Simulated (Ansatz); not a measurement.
**A geometry optimisation of C2H4F3Si+ with PBE0-D3(BJ)/def2-SVP**

The starting geometry of this gas-phase singlet was optimised with GFN2-xTB; its bonds are those of `FCC[Si+](F)F`.

| atom | x (Å) | y (Å) | z (Å) |
| --- | --- | --- | --- |
| C | 0.8356 | -0.6310 | 0.0963 |
| C | -0.2747 | 0.1193 | -0.6802 |
| F | 1.9303 | 0.2415 | 0.0657 |
| F | 0.6938 | 3.0113 | -0.2930 |
| F | 1.4264 | 1.9790 | -2.4401 |
| Si | 0.5994 | 1.7138 | -1.1481 |
| H | 0.5956 | -0.8020 | 1.1470 |
| H | 1.1552 | -1.5566 | -0.3852 |
| H | -0.6122 | -0.4541 | -1.5513 |
| H | -1.1592 | 0.2850 | -0.0542 |

**Question.** Predict what it relaxes into with PBE0-D3(BJ)/def2-SVP.

**Answer.** A new bond forms, giving a structure with F3 bridging C1 and Si6, given below by its coordinates. Distances that change by over a tenth: C1–F3 (1.40 → 1.61 Å). Contacts that close: F3–Si6 (2.33 → 1.78 Å).

The energy falls by 0.70 eV over 10 steps:

```json
{"step": "1", "E − E(last) (eV)": "0.698"}
{"step": "2", "E − E(last) (eV)": "0.443"}
{"step": "3", "E − E(last) (eV)": "0.185"}
{"step": "4", "E − E(last) (eV)": "0.068"}
{"step": "5", "E − E(last) (eV)": "0.045"}
{"step": "6", "E − E(last) (eV)": "0.007"}
{"step": "7", "E − E(last) (eV)": "0.000"}
{"step": "8", "E − E(last) (eV)": "0.000"}
{"step": "9", "E − E(last) (eV)": "0.000"}
{"step": "10", "E − E(last) (eV)": "0.000"}
```

Final geometry (Å):

```xyz
10

C     0.7474   -0.6204    0.0556
C    -0.3381    0.1023   -0.6913
F     1.8911    0.4977   -0.0835
F     0.6359    2.8602   -0.1575
F     1.4436    1.7567   -2.4027
Si    0.7788    1.5416   -0.9971
H     0.6670   -0.7045    1.1455
H     1.2325   -1.4781   -0.4247
H    -0.6558   -0.4042   -1.6151
H    -1.2121    0.3549   -0.0724
```

Frequencies at the end are all real (lowest 106 cm⁻¹). Run with Ansatz 0.2.0, 17 s on 2 threads of Intel(R) Xeon(R) 6975P-C (Granite Rapids), with other jobs on the host.
